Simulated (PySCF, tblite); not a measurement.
Q: Write Cartesian coordinates for `O=C1C[C@@H](C#C)C[C@@H]1F` as optimised with GFN2-xTB.

A: 
```xyz
16
C7H7FO angstrom
C      2.7650    0.1858    0.4045
C      1.7058    0.3155   -0.1362
C      0.4168    0.4730   -0.7868
C     -0.5352    1.2989    0.0905
C     -1.2402    0.3018    0.9807
O     -1.9372    0.5478    1.9214
C     -0.9066   -1.1048    0.4575
F     -2.0215   -1.9052    0.4118
C     -0.2924   -0.8849   -0.9202
H      3.6974    0.0757    0.8721
H      0.5765    0.9369   -1.7644
H     -0.0296    2.0622    0.6819
H     -1.2958    1.7954   -0.5168
H     -0.2047   -1.5811    1.1560
H     -1.0955   -0.8240   -1.6569
H      0.3895   -1.6839   -1.2066
```

Orientation and origin are arbitrary. Atoms count from 1 in this order. The 7 C–C bonds span 1.196 Å (C1≡C2, drawn triple) to 1.538 Å (C3–C9, drawn single), a spread of 0.342 Å. The 5-membered ring C3–C4–C5–C7–C9 has internal angles of 103.6° to 107.6° (sum 526°, against 540° for a flat polygon); it is puckered, 0.16 Å rms from its mean plane, widest ring torsion 38°. Of the pairs four or more bonds apart, C2···H14 is among the closest relative to their van der Waals radii: 2.99 Å, 103 % of the sum of Bondi's values.

Bonds between heavy atoms (Å): C1≡C2 1.196, C2–C3 1.452, C3–C4 1.536, C4–C5 1.511, C5=O6 1.196, C5–C7 1.537, C7–F8 1.373, C7–C9 1.524, C3–C9 1.538.

Computed geometry: GFN2-xTB, gas phase.

Point group: C1 (no symmetry element, even within 0.4 Å). Its GFN2-xTB frequencies are all real (lowest 49 cm⁻¹). The numbers are those of one conformer (C2–C3–C4–C5 -89°, C3–C4–C5–O6 170°, C4–C5–C7–F8 -136°, C5–C7–C9–C3 32°). 2 starts were optimised and ended at 0.00 and 0.35 kcal/mol (GFN2-xTB); the lowest of these is shown.
